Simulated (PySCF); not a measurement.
Isomers of C8H14, from PBE0-D3(BJ)/def2-SVP geometry optimisation, gas phase in PySCF 2.14.0. One conformer each, no zero-point energy, no frequencies.

Question: Which isomer lies lowest at this level?
A. `C1C[C@@H]2CC[C@H](C1)C2`: A = 2743, B = 2436, C = 1998 MHz, dipole 0.01 D
B. `[CH3:1][CH2:2][C@@H:3]1[C@H:4]([CH3:5])[C:6]12[CH2:7][CH2:8]2` with C1–C2–C3–C4 161°: A = 2405, B = 1765, C = 1242 MHz, dipole 0.17 D
C. `[CH2:1]=[C:2]([CH3:3])[CH2:4]/[CH:5]=[CH:6]\[CH2:7][CH3:8]` with C1–C2–C4–C5 -111°, C2–C4–C5–C6 -114°, C5–C6–C7–C8 116°: A = 3744, B = 1046, C = 895.1 MHz, dipole 0.69 D
D. `[CH:1]#[C:2][CH2:3][CH2:4][C@H:5]([CH3:6])[CH2:7][CH3:8]` with C2–C3–C4–C5 -58°, C3–C4–C5–C6 -60°, C4–C5–C7–C8 -172°: A = 3437, B = 997.3, C = 947.8 MHz, dipole 0.63 D
E. `[CH2:1]1[CH2:2][CH2:3][C:4]2([CH2:5][CH2:6]1)[CH2:7][CH2:8]2` with C6–C1–C2–C3 -55°, C1–C2–C3–C4 54°, C2–C3–C4–C5 -54°, C3–C4–C5–C6 54° (spiro(2.5)octane): A = 3524, B = 1756, C = 1422 MHz, dipole 0.19 D

Answer: A. That is `C1C[C@@H]2CC[C@H](C1)C2`, 17.3 kcal/mol below the next.

| SMILES | mapped SMILES | E (Eh) | relative (kcal/mol) | relative (kJ/mol) | dipole (D) |
| --- | --- | --- | --- | --- | --- |
| C1C[C@@H]2CC[C@H](C1)C2 | [CH2:1]1[CH2:2][C@@H:3]2[CH2:4][CH2:5][C@H:6]([CH2:7]1)[CH2:8]2 | -312.71551 | 0.0 | 0.0 | 0.01 |
| C1CCC2(CC1)CC2 | [CH2:1]1[CH2:2][CH2:3][C:4]2([CH2:5][CH2:6]1)[CH2:7][CH2:8]2 | -312.68791 | 17.3 | 72.4 | 0.19 |
| C=C(C)C/C=C\CC | [CH2:1]=[C:2]([CH3:3])[CH2:4]/[CH:5]=[CH:6]\[CH2:7][CH3:8] | -312.64859 | 42.0 | 175.7 | 0.69 |
| CC[C@@H]1[C@H](C)C12CC2 | [CH3:1][CH2:2][C@@H:3]1[C@H:4]([CH3:5])[C:6]12[CH2:7][CH2:8]2 | -312.63595 | 49.9 | 208.9 | 0.17 |
| C#CCC[C@H](C)CC | [CH:1]#[C:2][CH2:3][CH2:4][C@H:5]([CH3:6])[CH2:7][CH3:8] | -312.62199 | 58.7 | 245.5 | 0.63 |

As drawn, the highest has a C≡C bond, which the lowest lacks.
